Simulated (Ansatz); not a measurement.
Ansatz (an electronic-structure program) input for C₂H₅Se, SMILES [CH2][Se]C, multiplicity 2, PBE0/def2-SVPD. Geometry: B3LYP-D3(BJ)/def2-SVP. The isomer is the one that the SMILES or the coordinates give; other isomers of the formula were not compared.

Ansatz 0.2 input:
```yaml
crystal:
  periodic: [false, false, false]
  atoms:
    - {symbol: C, position_ang: [1.52852364, 0.19835699, -0.56127337]}
    - {symbol: Se, position_ang: [-0.01322150, -0.20708126, 0.39244845]}
    - {symbol: C, position_ang: [-1.32783554, 0.51423273, -0.86952645]}
    - {symbol: H, position_ang: [2.48075834, -0.09539828, -0.11693577]}
    - {symbol: H, position_ang: [1.49754818, 0.93246798, -1.36871487]}
    - {symbol: H, position_ang: [-1.15639873, 1.58967739, -1.01317906]}
    - {symbol: H, position_ang: [-1.25410560, -0.01681205, -1.82776001]}
    - {symbol: H, position_ang: [-2.32239988, 0.35528973, -0.43185881]}
basis:
  gaussian:
    orbitals: def2-SVPD
hamiltonian:
  xc: {name: PBE0}
magnetization: {spin_polarized: true, initial_magnetization: 1}
```

It prints:

```
WARN ansatz: RAYON_NUM_THREADS=1 ignored (pool sized by the plan → 1); use --threads N
Functional definition: PBE0
integrals: 0.05 GiB planned
1132 factors; their error is unknown
mean field: 0.64 GiB planned
mean field evaluation 1: about -67476.0547 eV, gradient 3.8e1 eV
mean field evaluation 2: about -67467.3694 eV, gradient 5.3e1 eV
mean field evaluation 4: about -67483.4848 eV, gradient 3.7e0 eV
mean field evaluation 8: about -67483.5653 eV, gradient 1.6e-1 eV
mean field evaluation 16: about -67483.7311 eV, gradient 1.4e-4 eV
mean field -67483.73107764 eV, -2479.9813749875 hartree, gradient 4.1e-5 eV, S^2 0.756864; 0 other end points of the search recorded, 0 dependent functions left out
reference -67483.73111992 eV, -2479.9813765414 hartree; 26, 25 occupied and 95, 96 virtual orbitals, 1132 factors
Total energy: -67483.73111992 eV, -2479.9813765414 hartree
```

The run converged.
